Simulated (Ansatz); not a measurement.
A CCSD(T) single point on C2H5ClO2Si, SMILES `CO[Si]1(Cl)CO1`.

```yaml
crystal:
  periodic: [false, false, false]
  atoms:
    - {symbol: C, position_ang: [0.202332, -2.104937, -0.056553]}
    - {symbol: O, position_ang: [0.544479, -0.739360, -0.176744]}
    - {symbol: Si, position_ang: [-0.313249, 0.594441, 0.076294]}
    - {symbol: Cl, position_ang: [-2.299884, 0.169665, -0.001220]}
    - {symbol: C, position_ang: [0.331827, 2.235652, -0.182760]}
    - {symbol: O, position_ang: [0.148132, 1.666646, 1.213422]}
    - {symbol: H, position_ang: [-0.866110, -2.266527, -0.218270]}
    - {symbol: H, position_ang: [0.765628, -2.661117, -0.806481]}
    - {symbol: H, position_ang: [0.474248, -2.469367, 0.936711]}
    - {symbol: H, position_ang: [1.380375, 2.416132, -0.408586]}
    - {symbol: H, position_ang: [-0.302380, 3.101774, -0.355315]}
basis:
  gaussian: {orbitals: def2-TZVPP}
correlation: {method: ccsd_t}
```

```sh
$ ansatz run in.yaml --threads 4 --pin off --events-out ev --progress --plain --max-ram 10444MiB
```

Output of Ansatz, abridged:

```
Functional definition: HF
1666 factors; integrals over basis functions are off by at most 9.7e-4 eV
mean field evaluation 1: about -26580.9241 eV, gradient 4.5e1 eV
mean field evaluation 2: about -26581.3532 eV, gradient 4.6e1 eV
mean field evaluation 4: about -26585.5247 eV, gradient 4.7e0 eV
mean field evaluation 8: about -26585.6039 eV, gradient 3.6e-1 eV
mean field -26585.60431692 eV, -977.0029382769 hartree, gradient 4.4e-6 eV, S^2 0.000000; 0 other end points of the search recorded, 0 dependent functions left out
14 core orbitals not correlated: weight in the atoms' cores, before any rotation towards them, 1.000 or more for the frozen orbitals, at most 0.000 for the correlated occupied ones
reference -26585.60431692 eV, -977.0029382769 hartree; 18, 18 occupied and 246, 246 virtual orbitals, 1666 factors
second order -30.15293806 eV of doubles, -0.00000000 eV of singles
cycle   1  -30.38157480 eV  change   -2.3e-1 eV  update   1.2e-1
cycle   2  -31.08980293 eV  change   -7.1e-1 eV  update   3.5e-2
cycle   3  -31.25976462 eV  change   -1.7e-1 eV  update   1.7e-2
cycle   4  -31.24375523 eV  change    1.6e-2 eV  update   3.9e-3
cycle   5  -31.24270080 eV  change    1.1e-3 eV  update   1.8e-3
cycle   6  -31.24384945 eV  change   -1.1e-3 eV  update   5.5e-4
cycle   7  -31.24354363 eV  change    3.1e-4 eV  update   2.2e-4
cycle   8  -31.24346653 eV  change    7.7e-5 eV  update   6.3e-5
cycle   9  -31.24349407 eV  change   -2.8e-5 eV  update   2.3e-5
perturbative correction -1.29041057 eV, -0.0474217137 hartree
Total energy: -26618.13822156 eV, -978.1985372201 hartree
```

It took 6.2 min on 4 threads of an Arm Neoverse V1 on a shared host, with 7.8 GiB of host memory at the peak.

MP2 recovers 92.7 % of the CCSD(T) correlation energy and the triples give 4.0 %; T1 = 0.0120.
